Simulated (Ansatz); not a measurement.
Reactions of BrClFHOSn, SMILES `[OH][Sn]([F])([Cl])[Br]`.

Computed with Ansatz on PBE0-D4/def2-TZVP structures; ΔE is electronic, products minus reactants. CCSD(T)/CBS adds triple-zeta CCSD(T) − MP2 to the extrapolated MP2 energy (def2 sets, frozen cores). This one scheme is used for every species, atoms too. Functionals use def2-TZVPP. B3LYP here is the variant with VWN-RPA as its local correlation; programs differ in this. Open shells (•) are unrestricted, without spin–orbit coupling. Spin–orbit coupling would lower the free atoms: a little for Cl. def2 core potentials past Kr. Bonds to Br, Ge, Sn are less sure, by a few kJ/mol each and by 10 to 20 or more in all where they break to atoms, as the def2 sets lack core-valence functions. Scalar relativity is left out up to krypton. One conformer a species, not always the lowest.

```tsv
reaction	CCSD(T)/CBS(def2) (eV)
`[OH][Sn]([F])([Cl])[Br]` + H–F → `[F][Sn]([F])([Cl])[Br]` + H₂O	-0.21
`[OH][Sn]([F])([Cl])[Br]` → Cl• + `[OH][Sn]([F])[Br]`•	3.87
`[OH][Sn]([F])([Cl])[Br]` → `[OH]`• + `[F][Sn]([Cl])[Br]`•	4.00
`[OH][Sn]([F])([Cl])[Br]` + `[NH2][Ge][Cl]` → `[OH][Sn]([Cl])([Cl])[Br]` + `[NH2][Ge][F]`	?
`[OH][Sn]([F])([Cl])[Br]` → `ClBr` + `[OH][Sn][F]`	2.82
`[OH][Sn]([F])([Cl])[Br]` + HCl → `[F][Sn]([Cl])([Cl])[Br]` + H₂O	?
```

**Question.** Fill in the missing values. (Estimate.)

**Answer.** Computed: `[OH][Sn]([F])([Cl])[Br]` + `[NH2][Ge][Cl]` → `[OH][Sn]([Cl])([Cl])[Br]` + `[NH2][Ge][F]`: -0.25 eV; `[OH][Sn]([F])([Cl])[Br]` + HCl → `[F][Sn]([Cl])([Cl])[Br]` + H₂O: -0.62 eV.

Largest T1 diagnostic: 0.018, for `[OH][Sn][F]`.
